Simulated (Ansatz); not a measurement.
Basis-set extrapolation for FH$_{3}$OSi$_{2}$ (PBE0-D4/def2-TZVP geometry, frozen core, the Gaussian-basis code of Ansatz). Multiplicity 1, RHF reference.

|  | def2-TZVPP | def2-QZVPP |
| --- | --- | --- |
| HF | -754.000151 | -754.028237 |
| MP2 correlation | -0.759395 | -0.820010 |
| CCSD(T) correlation | -0.828665 | not run |

Energies in hartree. Use E(X) = E(∞) + A·exp(−7.88·√X) for Hartree–Fock and E(X) = E(∞) + B·X^(−2.97) for correlation, with X = 3 and 4, and add CCSD(T) minus MP2 of the smaller set to the MP2 limit.

Problem. What is the CCSD(T) energy at the basis-set limit?

Solution. HF limit: -754.028237 + (-0.028086) × 0.13774 = -754.03211. MP2 limit: -0.820010 + (-0.060615) × 0.74074 = -0.86491. Higher-order term: -0.828665 − (-0.759395) = -0.06927. Total: -754.96629 hartree, 86.3 kcal/mol below CCSD(T)/def2-TZVPP.
